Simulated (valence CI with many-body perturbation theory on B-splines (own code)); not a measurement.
**E1 transitions of La LI**

Calculated by relativistic CI+MBPT: five valence electrons over a frozen Dirac-Fock core [He], radial functions for each j: 11 s, 11 p, 10 d, 8 f, 5 g, 2 h, with the one-electron correlation potential Σ1, the two-electron term Σ2, the three-electron term Σ3, Breit, model QED; selected CI, second order for the rest, scaled by the run's own slope (own B-spline code, finite nucleus).

The last digits are not significant, and no measured levels were compared; by estimate large intervals hold to a few tenths of a per cent, small ones and those within an open d or f shell to about a per cent. Among the levels kept, up to 7200 cm⁻¹ of a level comes from second order outside the variational space, and about a tenth of that is noise between levels of different J, which matters for small intervals.

Lines 1 to 50 of 600 in falling wavelength, among levels below 494.80 Ry, chosen from the strongest by gf and those to the six lowest levels. Wavelengths and rates use the calculated energies. Electric multipoles are in the length gauge, E1 and E2 with the static RPA response of the core. Weak lines are less certain than strong ones. Lines between different terms over intervals too small for the method are left out, as are lines whose strength nearly cancels. Where a level lies close to another of its J and parity, the split of strength between their lines is uncertain. The highest levels of a list are the least certain.

Levels are named by their leading jj configuration (3d3/2^4 stands for four electrons in 3d with j = 3/2), which in mixed levels can hold well under half, so a name can repeat and another be missing. Letters in brackets count levels of one name in rising energy.

```csv
λ vac (nm),Upper,Lower,A (s⁻¹),log gf,Branch %
18.68,(2s^2 2p1/2 2p3/2 3p1/2) J=5/2,(2s^2 2p1/2 2p3/2 3s) J=3/2 [b],2.46e+09,-1.11,0.4
17.43,(2s^2 2p1/2 2p3/2 3p1/2) J=5/2,(2s^2 2p1/2 2p3/2 3s) J=5/2,3.03e+09,-1.08,0.5
16.85,(2s 2p1/2 2p3/2^2 3p1/2) J=3/2 [a],(2s 2p1/2 2p3/2^2 3s) J=5/2 [a],5.65e+09,-1.02,0.0
15.69,(2s^2 2p3/2^2 3p1/2) J=5/2,(2s^2 2p3/2^2 3s) J=3/2,4.36e+09,-1.02,0.1
14.86,(2s^2 2p3/2^2 3p1/2) J=3/2,(2s^2 2p3/2^2 3s) J=5/2,8.02e+09,-0.97,0.4
14.79,(2s 2p1/2 2p3/2^2 3p1/2) J=5/2 [a],(2s 2p1/2 2p3/2^2 3s) J=5/2 [a],4.98e+09,-1.01,0.0
14.72,(2s 2p1/2 2p3/2^2 3p1/2) J=7/2,(2s 2p1/2 2p3/2^2 3s) J=7/2,3.39e+09,-1.06,0.0
14.60,(2s 2p1/2 2p3/2^2 3p1/2) J=5/2 [b],(2s^2 2p3/2^2 3p3/2) J=7/2,4.27e+09,-1.09,0.0
14.33,(2s^2 2p3/2^2 3p1/2) J=5/2,(2s^2 2p3/2^2 3s) J=5/2,5.36e+09,-1.00,0.1
13.23,(2s^2 2p1/2 2p3/2 3d5/2) J=7/2 [a],(2s 2p1/2^2 2p3/2 3s) J=5/2,3.77e+09,-1.10,0.0
13.14,(2s 2p1/2 2p3/2^2 3p1/2) J=3/2 [d],(2s 2p1/2 2p3/2^2 3s) J=5/2 [c],9.00e+09,-1.03,0.0
12.71,(2s^2 2p3/2^2 3d5/2) J=9/2,(2s^2 2p3/2^2 3p3/2) J=7/2,6.46e+09,-0.81,19.5
12.68,(2s^2 2p1/2 2p3/2 3p1/2) J=3/2 [b],(2s^2 2p1/2 2p3/2 3s) J=5/2,1.10e+10,-0.97,0.6
12.08,(2s 2p1/2^2 2p3/2 3d5/2) J=5/2 [a],(2s 2p1/2^2 2p3/2 3p3/2) J=5/2 [a],6.06e+09,-1.10,0.0
11.91,(2s 2p1/2 2p3/2^2 3d5/2) J=7/2 [b],(2s 2p1/2 2p3/2^2 3p3/2) J=5/2 [b],8.48e+09,-0.84,0.0
11.88,(2s 2p1/2^2 2p3/2 3d5/2) J=9/2,(2s 2p1/2^2 2p3/2 3p3/2) J=7/2,1.88e+10,-0.40,47.9
11.83,(2s 2p1/2 2p3/2^2 3d5/2) J=9/2 [a],(2s 2p1/2 2p3/2^2 3p3/2) J=7/2 [a],1.74e+10,-0.44,6.5
11.81,(2s 2p1/2 2p3/2^2 3p1/2) J=5/2 [c],(2s^2 2p3/2^2 3p3/2) J=3/2 [a],6.41e+09,-1.10,0.0
11.79,(2s 2p1/2 2p3/2^2 3d5/2) J=11/2,(2s 2p1/2 2p3/2^2 3p3/2) J=9/2,1.89e+10,-0.32,7.9
11.72,(2s 2p1/2 2p3/2^2 3d5/2) J=7/2 [e],(2s 2p1/2 2p3/2^2 3p3/2) J=5/2 [e],1.55e+10,-0.59,0.0
11.60,(2s 2p1/2^2 2p3/2 3d5/2) J=3/2 [b],(2s 2p1/2^2 2p3/2 3p3/2) J=1/2 [b],1.31e+10,-0.98,0.0
11.58,(2s 2p1/2 2p3/2^2 3d5/2) J=9/2 [b],(2s 2p1/2 2p3/2^2 3p3/2) J=7/2 [b],1.56e+10,-0.50,1.5
11.49,(2s 2p1/2 2p3/2^2 3d5/2) J=5/2 [a],(2s 2p1/2 2p3/2^2 3p3/2) J=3/2 [a],9.59e+09,-0.94,0.0
11.46,(2s^2 2p1/2 2p3/2 3d5/2) J=7/2 [b],(2s^2 2p1/2 2p3/2 3p3/2) J=5/2 [b],1.42e+10,-0.65,0.0
11.45,(2s 2p1/2 2p3/2^2 3d5/2) J=7/2 [a],(2s 2p1/2 2p3/2^2 3p3/2) J=5/2 [a],1.54e+10,-0.62,0.1
11.43,(2s 2p1/2 2p3/2^2 3d5/2) J=7/2 [d],(2s 2p1/2 2p3/2^2 3p3/2) J=5/2 [d],1.63e+10,-0.59,0.1
11.40,(2s 2p1/2 2p3/2^2 3d5/2) J=5/2 [c],(2s 2p1/2 2p3/2^2 3p3/2) J=3/2 [d],1.52e+10,-0.75,0.0
11.38,(2s 2p1/2^2 2p3/2 3d5/2) J=5/2 [b],(2s 2p1/2^2 2p3/2 3p3/2) J=3/2 [b],1.74e+10,-0.69,0.0
11.34,(2s 2p1/2^2 2p3/2 3d5/2) J=7/2 [b],(2s 2p1/2^2 2p3/2 3p3/2) J=5/2 [b],2.04e+10,-0.50,0.0
11.29,(2s^2 2p1/2 2p3/2 3d5/2) J=9/2,(2s^2 2p1/2 2p3/2 3p3/2) J=7/2,2.01e+10,-0.41,66.0
11.23,(2s 2p1/2 2p3/2^2 3d5/2) J=5/2 [e],(2s 2p1/2 2p3/2^2 3p3/2) J=3/2 [f],1.20e+10,-0.87,0.0
11.22,(2s 2p1/2 2p3/2^2 3d5/2) J=9/2 [c],(2s 2p1/2 2p3/2^2 3p3/2) J=7/2 [c],2.13e+10,-0.40,0.6
11.20,(2s 2p1/2^2 2p3/2 3d5/2) J=7/2 [a],(2s 2p1/2^2 2p3/2 3p3/2) J=5/2 [a],1.83e+10,-0.56,0.0
11.19,(2s 2p1/2 2p3/2^2 3p1/2) J=5/2 [b],(2s 2p1/2 2p3/2^2 3s) J=7/2,7.67e+09,-1.06,0.0
11.13,(2s^2 2p1/2^2 3d5/2) J=5/2,(2s^2 2p1/2^2 3p3/2) J=3/2,2.11e+10,-0.63,0.0
11.11,(2s^2 2p3/2^2 3d5/2) J=7/2,(2s^2 2p3/2^2 3p3/2) J=5/2,1.37e+10,-0.69,0.4
11.07,(2s 2p1/2 2p3/2^2 3d5/2) J=5/2 [d],(2s 2p1/2 2p3/2^2 3p3/2) J=3/2 [e],1.53e+10,-0.77,0.0
10.96,(2s 2p1/2 2p3/2^2 3d5/2) J=5/2 [b],(2s 2p1/2 2p3/2^2 3p3/2) J=3/2 [c],1.35e+10,-0.83,0.0
10.89,(2s 2p1/2 2p3/2^2 3d5/2) J=7/2 [c],(2s 2p1/2 2p3/2^2 3p3/2) J=5/2 [c],2.04e+10,-0.54,0.0
10.72,(2s 2p1/2^2 2p3/2 3d5/2) J=5/2 [a],(2s 2p1/2^2 2p3/2 3p3/2) J=3/2 [a],1.50e+10,-0.81,0.0
10.62,(2s^2 2p1/2 2p3/2 3d5/2) J=5/2 [a],(2s^2 2p1/2 2p3/2 3p3/2) J=3/2 [a],1.47e+10,-0.83,0.0
10.49,(2s^2 2p3/2^2 3d5/2) J=5/2 [b],(2s^2 2p3/2^2 3p3/2) J=3/2 [b],1.70e+10,-0.77,0.0
10.35,(2s^2 2p1/2 2p3/2 3d5/2) J=7/2 [a],(2s^2 2p1/2 2p3/2 3p3/2) J=5/2 [a],1.63e+10,-0.68,0.1
10.29,(2s 2p1/2 2p3/2^2 3d5/2) J=3/2 [d],(2s 2p1/2 2p3/2^2 3p3/2) J=1/2 [c],1.72e+10,-0.96,0.0
10.25,(2s^2 2p1/2 2p3/2 3d5/2) J=3/2 [a],(2s^2 2p1/2 2p3/2 3p3/2) J=1/2 [a],1.29e+10,-1.09,0.0
10.09,(2s 2p1/2 2p3/2^2 3d5/2) J=3/2 [b],(2s 2p1/2 2p3/2^2 3p3/2) J=3/2 [b],1.32e+10,-1.09,0.0
10.04,(2s^2 2p3/2^2 3d5/2) J=9/2,(2s 2p1/2 2p3/2^2 3s) J=7/2,1.43e+10,-0.67,43.0
9.857,(2s^2 2p1/2 2p3/2 3d5/2) J=5/2 [b],(2s^2 2p1/2 2p3/2 3p3/2) J=3/2 [b],9.97e+09,-1.06,0.0
9.839,(2s 2p1/2 2p3/2^2 3d5/2) J=3/2 [c],(2s 2p1/2 2p3/2^2 3p3/2) J=1/2 [b],1.43e+10,-1.08,0.0
9.627,(2s 2p1/2 2p3/2^2 3d5/2) J=7/2 [b],(2s 2p1/2 2p3/2^2 3p3/2) J=7/2 [b],9.64e+09,-0.97,0.0
```

Question: How does gf follow from A for the line at 12.08 nm?

Answer: gf = 1.4992 × (2J+1)_upper × A / σ², with σ = 827773 cm⁻¹ and 2J+1 = 6: gf = 0.0795.
